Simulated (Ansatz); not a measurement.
C2H6N (SMILES C[CH]N), doublet, geometry from GFN2-xTB, atoms displaced at random by about 0.1 Å a coordinate; HF/def2-SVP (Ansatz, a quantum-chemistry and plane-wave program).

Ansatz was given this input:
Ansatz 0.2 input:
```yaml
crystal:
  periodic: [false, false, false]
  atoms:
    - {symbol: C, position_ang: [1.13950267, -0.25766004, -0.05934421]}
    - {symbol: C, position_ang: [-0.05427237, 0.19202906, 0.63572393]}
    - {symbol: N, position_ang: [-1.10762277, 0.18141600, -0.23928740]}
    - {symbol: H, position_ang: [1.46734572, 0.44032897, -0.78462591]}
    - {symbol: H, position_ang: [1.88206068, -0.29006819, 0.66663048]}
    - {symbol: H, position_ang: [1.08393676, -1.32690146, -0.66893457]}
    - {symbol: H, position_ang: [-0.06581180, 0.98340205, 1.37570656]}
    - {symbol: H, position_ang: [-2.11958623, 0.28080289, 0.27729074]}
    - {symbol: H, position_ang: [-1.30229319, -0.62060797, -0.95914844]}
basis:
  gaussian:
    orbitals: def2-SVP
hamiltonian:
  xc: hf
magnetization: {spin_polarized: true, initial_magnetization: 1}
relax: {f_tol: 0.0005}
```

Predict the main parts of the log of this Ansatz run.


```
Functional definition: HF
827 factors; integrals over basis functions are off by at most 2.7e-4 eV
mean field evaluation 1: about -3629.8181 eV, gradient 2.0e1 eV
mean field evaluation 2: about -3629.8187 eV, gradient 2.0e1 eV
mean field evaluation 4: about -3632.3270 eV, gradient 2.6e0 eV
mean field evaluation 8: about -3632.4111 eV, gradient 8.1e-2 eV
mean field -3632.41115458 eV, -133.4886477941 hartree, gradient 1.7e-5 eV, S^2 0.760965; 0 other end points of the search recorded, 0 dependent functions left out
the calculation of the forces begins
reference -3632.41115458 eV, -133.4886477941 hartree; 13, 12 occupied and 59, 60 virtual orbitals, 827 factors
relax step   1: F+E_penalty+E_count = -3632.41115458 eV  Δ(F+E_penalty+E_count) = +0.000e0 eV  max|allowed force component| = 7.764e0 eV/Å  Δτ_max = 0.0000 Å  (38 SCF iters, accepted)
these checks for a lower state are left out or cut short: starts, cluster_reference, orbital_swaps, neighbouring_geometries, increment
827 factors; integrals over basis functions are off by at most 3.0e-4 eV
mean field evaluation 16: about -3633.6357 eV, gradient 9.8e-3 eV
mean field -3633.63567290 eV, -133.5336480122 hartree, gradient 1.9e-5 eV, S^2 0.760586; 0 other end points of the search recorded, 0 dependent functions left out
the calculation of the forces begins
reference -3633.63567290 eV, -133.5336480122 hartree; 13, 12 occupied and 59, 60 virtual orbitals, 827 factors
relax step   2: F+E_penalty+E_count = -3633.63567290 eV  Δ(F+E_penalty+E_count) = -1.225e0 eV  max|allowed force component| = 1.968e0 eV/Å  Δτ_max = 0.1408 Å  (32 SCF iters, accepted)
these checks for a lower state are left out or cut short: starts, cluster_reference, orbital_swaps, neighbouring_geometries, increment
827 factors; integrals over basis functions are off by at most 3.0e-4 eV
mean field -3633.69199563 eV, -133.5357178343 hartree, gradient 1.7e-5 eV, S^2 0.760420; 0 other end points of the search recorded, 0 dependent functions left out
the calculation of the forces begins
reference -3633.69199563 eV, -133.5357178343 hartree; 13, 12 occupied and 59, 60 virtual orbitals, 827 factors
relax step   3: F+E_penalty+E_count = -3633.69199563 eV  Δ(F+E_penalty+E_count) = -5.632e-2 eV  max|allowed force component| = 4.898e-1 eV/Å  Δτ_max = 0.0293 Å  (27 SCF iters, accepted)
these checks for a lower state are left out or cut short: starts, cluster_reference, orbital_swaps, neighbouring_geometries, increment
827 factors; integrals over basis functions are off by at most 3.0e-4 eV
mean field -3633.69744836 eV, -133.5359182185 hartree, gradient 2.2e-5 eV, S^2 0.760339; 0 other end points of the search recorded, 0 dependent functions left out
the calculation of the forces begins
reference -3633.69744836 eV, -133.5359182185 hartree; 13, 12 occupied and 59, 60 virtual orbitals, 827 factors
relax step   4: F+E_penalty+E_count = -3633.69744836 eV  Δ(F+E_penalty+E_count) = -5.453e-3 eV  max|allowed force component| = 1.269e-1 eV/Å  Δτ_max = 0.0423 Å  (26 SCF iters, accepted)
these checks for a lower state are left out or cut short: starts, cluster_reference, orbital_swaps, neighbouring_geometries, increment
827 factors; integrals over basis functions are off by at most 3.0e-4 eV
mean field evaluation 32: about -3633.6982 eV, gradient 1.4e-5 eV
mean field -3633.69824728 eV, -133.5359475783 hartree, gradient 1.5e-5 eV, S^2 0.760399; 0 other end points of the search recorded, 0 dependent functions left out
the calculation of the forces begins
reference -3633.69824728 eV, -133.5359475783 hartree; 13, 12 occupied and 59, 60 virtual orbitals, 827 factors
relax step   5: F+E_penalty+E_count = -3633.69824728 eV  Δ(F+E_penalty+E_count) = -7.989e-4 eV  max|allowed force component| = 2.647e-2 eV/Å  Δτ_max = 0.0073 Å  (26 SCF iters, accepted)
these checks for a lower state are left out or cut short: starts, cluster_reference, orbital_swaps, neighbouring_geometries, increment
[...]
the calculation of the forces begins
reference -3633.69833108 eV, -133.5359506580 hartree; 13, 12 occupied and 59, 60 virtual orbitals, 827 factors
relax step   6: F+E_penalty+E_count = -3633.69833108 eV  Δ(F+E_penalty+E_count) = -8.380e-5 eV  max|allowed force component| = 3.622e-3 eV/Å  Δτ_max = 0.0034 Å  (28 SCF iters, accepted)
these checks for a lower state are left out or cut short: starts, cluster_reference, orbital_swaps, neighbouring_geometries, increment
827 factors; integrals over basis functions are off by at most 3.0e-4 eV
mean field -3633.69833014 eV, -133.5359506235 hartree, gradient 1.4e-5 eV, S^2 0.760389; 0 other end points of the search recorded, 0 dependent functions left out
the calculation of the forces begins
reference -3633.69833014 eV, -133.5359506235 hartree; 13, 12 occupied and 59, 60 virtual orbitals, 827 factors
relax step   7: F+E_penalty+E_count = -3633.69833014 eV  Δ(F+E_penalty+E_count) = +9.381e-7 eV  max|allowed force component| = 5.868e-3 eV/Å  Δτ_max = 0.0010 Å  (28 SCF iters, rejected (line search))
these checks for a lower state are left out or cut short: starts, cluster_reference, orbital_swaps, neighbouring_geometries, increment
827 factors; integrals over basis functions are off by at most 3.0e-4 eV
mean field -3633.69833254 eV, -133.5359507116 hartree, gradient 2.1e-5 eV, S^2 0.760402; 0 other end points of the search recorded, 0 dependent functions left out
the calculation of the forces begins
reference -3633.69833254 eV, -133.5359507116 hartree; 13, 12 occupied and 59, 60 virtual orbitals, 827 factors
relax step   8: F+E_penalty+E_count = -3633.69833254 eV  Δ(F+E_penalty+E_count) = -1.459e-6 eV  max|allowed force component| = 7.568e-4 eV/Å  Δτ_max = 0.0005 Å  (20 SCF iters, accepted)
these checks for a lower state are left out or cut short: starts, cluster_reference, orbital_swaps, neighbouring_geometries, increment
827 factors; integrals over basis functions are off by at most 3.0e-4 eV
mean field -3633.69833263 eV, -133.5359507149 hartree, gradient 1.2e-5 eV, S^2 0.760401; 0 other end points of the search recorded, 0 dependent functions left out
the calculation of the forces begins
reference -3633.69833263 eV, -133.5359507149 hartree; 13, 12 occupied and 59, 60 virtual orbitals, 827 factors
relax step   9: F+E_penalty+E_count = -3633.69833263 eV  Δ(F+E_penalty+E_count) = -8.852e-8 eV  max|allowed force component| = 3.417e-4 eV/Å  Δτ_max = 0.0002 Å  (18 SCF iters, accepted)
827 factors; integrals over basis functions are off by at most 3.0e-4 eV
mean field evaluation 64: about -3633.6983 eV, gradient 2.7e-5 eV
mean field -3633.69833263 eV, -133.5359507149 hartree, gradient 1.2e-5 eV, S^2 0.760401; 1 other end points of the search recorded, 0 dependent functions left out
the calculation of the forces begins
reference -3633.69833263 eV, -133.5359507149 hartree; 13, 12 occupied and 59, 60 virtual orbitals, 827 factors
Total energy: -3633.69833263 eV, -133.5359507149 hartree
Atom 0 at     1.190429    -0.257247    -0.070143 Å, force    -0.000091    -0.000021    -0.000090 eV/Å
Atom 1 at    -0.106479     0.134417     0.565551 Å, force     0.000068     0.000290     0.000215 eV/Å
Atom 2 at    -1.239824     0.177376    -0.258855 Å, force     0.000342    -0.000006    -0.000220 eV/Å
Atom 3 at     1.521099     0.480791    -0.811525 Å, force    -0.000059     0.000033    -0.000036 eV/Å
Atom 4 at     1.976346    -0.353837     0.679782 Å, force     0.000010    -0.000008     0.000063 eV/Å
Atom 5 at     1.105213    -1.218343    -0.586342 Å, force     0.000121    -0.000107    -0.000028 eV/Å
Atom 6 at    -0.084841     0.902329     1.332757 Å, force    -0.000016    -0.000141     0.000015 eV/Å
Atom 7 at    -2.093565     0.347944     0.236881 Å, force    -0.000231     0.000035     0.000116 eV/Å
Atom 8 at    -1.345117    -0.630688    -0.844096 Å, force    -0.000143    -0.000076    -0.000035 eV/Å
Dipole moment:    -0.126100    -0.129925     0.032919 e Å
```
